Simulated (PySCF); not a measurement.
MgClI, SMILES [I][Mg][Cl]. Coordinates come from a PBE-D3(BJ)/def2-TZVP optimisation. The def2 effective core potentials stand for the cores of I; spin–orbit coupling is left out.

These are PBE-D3(BJ)/def2-TZVP run with PySCF values and carry that method's errors.

Harmonic wavenumbers (cm⁻¹): 93, 93, 212, 542. Rotational constants (GHz): 0.7581 (linear); symmetry number 1.

**Question.** Work out the zero-point energy and the ideal-gas rigid-rotor harmonic-oscillator thermochemistry at 298.15 K and 1 atm.

**Answer.** ZPE = ½ Σ hcν = ½ × 939 cm⁻¹ = 1.34 kcal/mol. H − E(el) = 4.82 kcal/mol. Entropy in cal/(mol K): translation 41.58, rotation 19.89, vibration 9.80, total 71.27. G − E(el) = -16.43 kcal/mol. Cp = 13.84 cal/(mol K). Modes under 150 cm⁻¹ make the vibrational entropy uncertain.
